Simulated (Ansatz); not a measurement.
(NaI)2 ring (Na₂I₂). Total charge 0; singlet. Geometry PBE0-D4/def2-SVP; atoms count from 1.

Cartesian coordinates in Å:
```
Na 0.6441 -0.8350 1.3686
I -1.6065 1.0262 1.3821
Na -0.6441 0.8349 -1.3685
I 1.6065 -1.0261 -1.3822
```

In the def2 sets I takes a core potential; there is no spin–orbit coupling.

(1) Estimate the Mulliken populations from the PBE0/def2-TZVP orbitals of Ansatz.

(2) And the Mayer bond orders between heavy atoms (over 0.3)?

Results:

(1) 
```json
{"atom": "Na1", "charge (e)": "0.59"}
{"atom": "I2", "charge (e)": "-0.59"}
{"atom": "Na3", "charge (e)": "0.59"}
{"atom": "I4", "charge (e)": "-0.59"}
```
Mulliken values depend strongly on the basis.

(2) Na1–I2 0.37 (2.92 Å); Na1–I4 0.37 (2.92 Å); I2–Na3 0.37 (2.92 Å); Na3–I4 0.37 (2.92 Å).
